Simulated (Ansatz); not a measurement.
A nudged elastic band was laid between two geometries of B$_{2}$BrClH$_{2}$ (6 atoms, charge 0, multiplicity 1).

Method: RKS PBE-D4/def2-SVP (Ansatz).

```
movable images  : 7
climbing image  : yes
spring          : 5.0 eV/Å²
optimiser       : quadratic models (default)
start path      : IDPP
force threshold : 0.03 eV/Å
iteration limit : 60
end points      : relaxed
```

Initial state:

```xyz
6
Properties=species:S:1:pos:R:3
B -0.727 0.205 0.525
B 0.672 -0.034 -0.343
Cl 2.200 0.817 -0.279
Br 0.416 -1.511 -1.572
H -1.619 0.923 0.108
H -0.943 -0.400 1.561
```

Final state:

```xyz
6
Properties=species:S:1:pos:R:3
B -0.727 0.204 0.525
B 0.672 -0.031 -0.342
Cl 2.201 0.818 -0.279
Br 0.416 -1.508 -1.571
H -0.942 -0.404 1.559
H -1.619 0.921 0.108
```

Question: Which bonds break or form, and what moves?

Answer: No bond is made or broken. The dihedral H6–B1–B2–Br4 goes from 88 to -87°. The two ends are copies of one structure, up to a mirror image or an exchange of like atoms.

Question: Give the energies along the band, and the barrier.

Answer: The forces met the threshold. The highest image is number 4 of 0 to 8, 7.5 kcal/mol above the ends, which have the same energy within 2 meV. A vibrational analysis at the climbing image gives one clearly imaginary mode, 282i cm⁻¹: a first-order saddle point.

| image | path coordinate (Å) | energy (kcal/mol) | dihedral H6–B1–B2–Br4 (°) |
| --- | --- | --- | --- |
| 0 | 0.00 | 0.0 | 88 |
| 1 | 0.49 | 1.1 | 110 |
| 2 | 0.98 | 3.7 | 133 |
| 3 | 1.48 | 6.4 | 156 |
| 4 | 1.97 | 7.5 | 180 |
| 5 | 2.46 | 6.4 | -156 |
| 6 | 2.96 | 3.7 | -133 |
| 7 | 3.45 | 1.1 | -110 |
| 8 | 3.94 | 0.0 | -87 |

Question: What is the geometry of the highest image?

Answer: 
```xyz
6
Properties=species:S:1:pos:R:3
B -0.765 0.153 0.576
B 0.624 -0.107 -0.411
Cl 2.256 0.143 0.198
Br 0.424 -0.687 -2.236
H -1.888 -0.023 0.142
H -0.651 0.520 1.731
```

Question: What are the harmonic wavenumbers there?

Answer: 282i, 199, 222, 326, 455, 669, 889, 916, 988, 1160, 2521, 2613 cm⁻¹.

The run took 2.1 min on 1 thread of Intel(R) Xeon(R) Platinum 8375C CPU @ 2.90GHz (Ice Lake) (shared host), peak memory 0.14 GiB.
